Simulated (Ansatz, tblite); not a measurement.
Series SiX2: vertical IE (eV) at several levels, gas phase, relaxed structures; Ansatz, xTB through tblite. Core potentials for I in the def2 sets, no spin–orbit coupling. Raw xTB energies of ions are shifted by several eV. A dash marks a value that wasn't run or was left out as unsound. The structures are stationary points that may keep the symmetry of their start. Correlated methods freeze inner cores and use unrestricted references for open shells.

| species | state | geometry | GFN1-xTB | PBE-D4/def2-TZVP | r2SCAN-D4/def2-TZVP | PBE0-D4/def2-TZVP | CCSD(T)/def2-TZVPP |
| --- | --- | --- | --- | --- | --- | --- | --- |
| SiCl2 | singlet to doublet | r2SCAN-D4/def2-TZVP | 13.44 | 9.78 | 9.80 | 9.94 | 10.00 |
| SiI2 | singlet to doublet | r2SCAN-D4/def2-TZVP | 12.67 | 8.76 | 8.84 | 8.95 | 8.99 |
| SiF2 | singlet to doublet | r2SCAN-D4/def2-TZVP | 15.77 | 10.84 | 10.79 | 10.98 | 11.07 |
| SiBr2 | singlet to doublet | PBE-D4/def2-TZVP | 13.44 | 9.41 | 9.49 | 9.60 | 9.67 |
| Si(NH2)2 (SiN2H4) | singlet to doublet | PBE0-D4/def2-TZVP | 13.09 | 8.56 | 8.47 | 8.61 | 8.72 |
| Si(OMe)2 (C2H6O2Si) | singlet to doublet | PBE-D4/def2-SVP | 13.68 | 8.76 | 8.81 | 9.00 | – |

Question: Estimate the column for GFN2-xTB.

Answer: SiCl2 13.72; SiI2 13.72; SiF2 15.57; SiBr2 14.14; Si(NH2)2 (SiN2H4) 12.26; Si(OMe)2 (C2H6O2Si) 13.12.

Over the 5 species that have every level, the mean is 13.68 at GFN1-xTB, 13.88 at GFN2-xTB, 9.47 at PBE-D4/def2-TZVP, 9.48 at r2SCAN-D4/def2-TZVP, 9.62 at PBE0-D4/def2-TZVP, 9.69 at CCSD(T)/def2-TZVPP. The mean absolute difference from CCSD(T)/def2-TZVPP, which is a yardstick and not exact, is 3.99 for GFN1-xTB, 4.19 for GFN2-xTB, 0.22 for PBE-D4/def2-TZVP, 0.21 for r2SCAN-D4/def2-TZVP, 0.07 for PBE0-D4/def2-TZVP (levels in sets of like size).
